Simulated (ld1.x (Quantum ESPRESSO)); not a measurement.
Values are calculated unless marked as measured or tabulated.
**Potentials for S (Z = 16) compared**

Generated with ld1.x 7.5 (TM, RRKJ, ultrasoft, PAW), atompaw 4.2 or ONCVPSP 4.0.1. The cutoff is in Ry: for ld1.x and atompaw files where the sum of valence levels is converged to 10 mRy in a Bessel basis, for ONCV files where the hardest occupied wave has 1 mHa per electron of residual kinetic energy. The error is the largest all-electron minus pseudo excitation energy over each file’s own four to seven test configurations (ionisations up to +4, promotions, holes and added fractions of an electron), all of which were solved. The labels leave out finer settings (local radius, basis sizes, second energies), which also bear on the numbers. Spin-polarised tests are not counted. The rows are a selection from randomly drawn settings: files with unsolved tests, undetermined cutoffs or missed reference levels are left out.

| potential | cutoff (Ry) | largest error (meV) | bound ghosts |
| --- | --- | --- | --- |
| RRKJ, LDA (PZ), non-relativistic, rc 1.10/1.50 (sp), local s, core correction no, reference 3s2 3p3 | 70 | +112 | none |
| RRKJ, LDA (PZ), scalar-relativistic, rc 1.20/1.20/1.20 (spd), local smoothed, core correction no, reference 3s2 3p1 | 45 | +215 | none |
| TM, PBE, fully relativistic, rc 0.95/1.40 (sp), local s, core correction yes, reference 3s2 3p2 | 100 | +134 | none |
| ultrasoft, LDA (PZ), scalar-relativistic, rc 1.50/1.60/1.55 (spd), local smoothed, core correction yes, reference 3s1 3p5 | 21 | +27 | none |

Question: Fill in the row for S: ultrasoft, LDA (PZ), scalar-relativistic, rc 1.60/1.20/1.85 (spd), local smoothed, core correction no, reference 3s1.75 3p4.25.

Answer: cutoff 30 Ry, largest error +58 meV, bound ghosts: none.

Question: Fill in the row for S: TM, PW91, scalar-relativistic, rc 1.50/1.20/1.60 (spd), local s, core correction no, reference 3s1.5 3p4.5.

Answer: cutoff 70 Ry, largest error +64 meV, bound ghosts: none.
